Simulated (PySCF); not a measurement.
**Bi+: excitation energy**

Bi+ [Xe] 4f14 5d10 6s2 6p2 (3P) → Bi+ [Xe] 4f14 5d10 6s1 6p3, s spin flipped, as a difference of total energies. All numbers are calculated (PySCF 2.14, scalar relativity by spin-free X2C-1e, in ANO-RCC-VTZP (8s7p5d3f2g, 93 functions)). Correlated levels: valence: [Xe] 4f14 5d10 frozen; valence and next inner shell: [Kr] 4d10 4f14 frozen. The calculations carry no spin-orbit coupling.

```
                                method  excitation energy (eV)
                                   UHF                  12.462
                                   LDA                  10.595
                                r2SCAN                  10.954
                         MP2 (valence)                  11.444
                     SCS-MP2 (valence)                  11.353
    MP2 (valence and next inner shell)                  10.858
SCS-MP2 (valence and next inner shell)                  10.819
```

Estimate what PBE0 gives.

11.079 eV, closest to r2SCAN among the rows shown.

Estimate what PBE gives.

10.545 eV, closest to LDA among the rows shown.

Spin-orbit coupling is strong in these open shells (close to jj coupling). The scalar numbers leave it out and a first-order estimate fails, so it can dominate the gap to the real levels.

The upper determinant mixes two multiplicities, so it lies between the two terms.
